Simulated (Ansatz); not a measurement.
Geometry optimisation, Ansatz 0.2.0, RKS CAM-B3LYP/cc-pVDZ.

Input file:

```yaml
crystal:
  periodic: [false, false, false]
  atoms:
    - { symbol: Al, position_ang: [-0.6366, 0.6317, -1.1487] }
    - { symbol: F, position_ang: [-1.0991, -1.3305, -0.5244] }
    - { symbol: H, position_ang: [0.0617, 0.5519, -2.5141] }
    - { symbol: H, position_ang: [-1.8563, 1.5449, -0.9495] }
    - { symbol: H, position_ang: [0.6577, -0.596, 1.0983] }
    - { symbol: "N", position_ang: [0.7686, 0.6351, 0.5924] }
    - { symbol: H, position_ang: [-0.4781, -1.748, 0.4116] }
    - { symbol: F, position_ang: [0.3135, -1.7332, 1.3092] }
    - { symbol: H, position_ang: [0.519, 1.2688, 1.344] }
    - { symbol: H, position_ang: [1.7497, 0.7753, 0.381] }
basis:
  gaussian: { orbitals: cc-pVDZ }
hamiltonian:
  xc: cam_b3lyp
relax:
  f_tol: 0.15
  max_steps: 25
  restrain:
    - { distance: [0, 5], at: 3.22, k: 30.0 }
    - { distance: [4, 7], at: 2.18, k: 30.0 }
    - { distance: [6, 1], at: 2.18, k: 30.0 }
    - { distance: [0, 1], at: 1.78, k: 30.0 }
    - { distance: [4, 5], at: 1.02, k: 30.0 }
    - { distance: [6, 7], at: 0.88, k: 30.0 }
```

Run as:

```bash
$ ansatz run input.yaml --threads 2 --pin off --max-ram 3072MiB --backend cpu --events-out ev --progress --plain --runs-dir out
```

Question: Where does it end, and by what steps?

Answer: The forces met the threshold. The restraints hold the end off the free minimum. After 6 steps the energy has fallen by 0.227 eV (the restraints' own energy left out); Al1 moved furthest, 0.61 Å. Joined: H5–N6 (1.34 → 1.02 Å), H7–F8 (1.20 → 0.91 Å).

| step | energy less start (eV) | largest force component (eV/Å) | accepted |
| --- | --- | --- | --- |
| 0 | 0.0000 | 2.354 | yes |
| 1 | -0.3663 | 2.777 | yes |
| 2 | 0.1250 | 5.641 | yes |
| 3 | -0.0182 | 2.062 | yes |
| 4 | -0.1629 | 1.268 | yes |
| 5 | -0.1925 | 1.023 | yes |
| 6 | -0.2271 | 1.157 | yes |

```xyz
10
Properties=species:S:1:pos:R:3
Al -1.059 0.475 -1.566
F -1.381 -1.144 -0.992
H 0.003 0.571 -2.724
H -2.072 1.569 -1.060
H 0.956 -0.184 1.282
N 1.026 0.734 0.841
H -0.403 -2.137 0.668
F 0.139 -2.196 1.401
H 0.785 1.429 1.546
H 2.007 0.883 0.603
```

Time of the run: 7.2 s on 2 threads of AMD EPYC 9R45 96-Core Processor (Zen 5), on a shared host, peak memory 0.23 GiB.
